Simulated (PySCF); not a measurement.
C2H7BFN, SMILES CB(F)NC. Heavy atoms are numbered as in [B:1]([F:2])([CH3:3])[NH:7][CH3:8]. Hydrogens are named by the atom that carries them.

Geometry: B3LYP-D3(BJ)/def2-SVP. This is a generated structure with no PubChem entry under its InChIKey; it may be hypothetical. Other conformers were not sampled.

All values below come from PBE/pcSseg-1 (PySCF).

GIAO shieldings, no solvent; atoms alike by connectivity are averaged. δ = σ(ref) − σ: ¹¹B against BF3 (σ = 83.9 ppm); ¹⁹F against CFCl3 (σ = 133.6 ppm); ¹³C against TMS (σ = 182.0 ppm); ¹H against TMS (σ = 31.49 ppm); ¹⁵N against NH3 (σ = 267.0 ppm), references at their B3LYP-D3(BJ)/def2-TZVP geometries, non-relativistic.

Computed chemical shifts:
| nucleus | atoms | count | δ (ppm) |
|---|---|---|---|
| ¹¹B | B1 | 1 | 19.4 |
| ¹⁹F | F2 | 1 | -138.9 |
| ¹³C | C8 (CH3) | 1 | 31.2 |
| ¹³C | C3 (CH3) | 1 | 0.9 |
| ¹H | H on C8 | 3 | 3.08 |
| ¹H | H on N7 | 1 | 3.01 |
| ¹H | H on C3 | 3 | 0.45 |
| ¹⁵N | N7 (NH) | 1 | 103.3 |
